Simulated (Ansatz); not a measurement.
One change: `C[SiH2]S[SiH2]Cl` becomes `F[SiH2]S[SiH2]Cl`.

Ansatz, PBE0-D4/def2-TZVP geometries, multiplicity 1. Each molecule was computed in one conformer, which needn't be the lowest.

```tsv
property	`C[SiH2]S[SiH2]Cl`
LUMO energy (PBE/def2-TZVPP) / eV	-0.90
HOMO–LUMO gap (PBE0/def2-TZVPP) / eV	7.63
HOMO energy (B3LYP/def2-TZVPP) / eV	-7.43
LUMO energy (B3LYP/def2-TZVPP) / eV	-0.21
HOMO–LUMO gap (B3LYP/def2-TZVPP) / eV	7.21
size of the dipole moment (PBE/def2-TZVPP) / D	1.84
```

**Question.** What does the change do to each property? (Best estimate.)

**Answer.** Ansatz gave: 
```json
{"property": "LUMO energy (PBE/def2-TZVPP) / eV", "`F[SiH2]S[SiH2]Cl`": "-1.35", "shift": "-0.45"}
{"property": "HOMO–LUMO gap (PBE0/def2-TZVPP) / eV", "`F[SiH2]S[SiH2]Cl`": "7.79", "shift": "0.16"}
{"property": "HOMO energy (B3LYP/def2-TZVPP) / eV", "`F[SiH2]S[SiH2]Cl`": "-7.99", "shift": "-0.56"}
{"property": "LUMO energy (B3LYP/def2-TZVPP) / eV", "`F[SiH2]S[SiH2]Cl`": "-0.65", "shift": "-0.44"}
{"property": "HOMO–LUMO gap (B3LYP/def2-TZVPP) / eV", "`F[SiH2]S[SiH2]Cl`": "7.34", "shift": "0.13"}
{"property": "size of the dipole moment (PBE/def2-TZVPP) / D", "`F[SiH2]S[SiH2]Cl`": "0.12", "shift": "-1.72"}
```

With PBE0 the HOMO falls by 0.59 eV and the LUMO falls by 0.43 eV, so the gap widens by about 0.16 eV. PBE moves the HOMO by -0.57 eV and ωB97M-V by -0.59 eV. Dipoles are sizes alone; their direction can turn.

Positive LUMOs are unbound, so they and the gaps depend on the basis.

B3LYP here is the variant with VWN-RPA as its local correlation; programs differ in this.
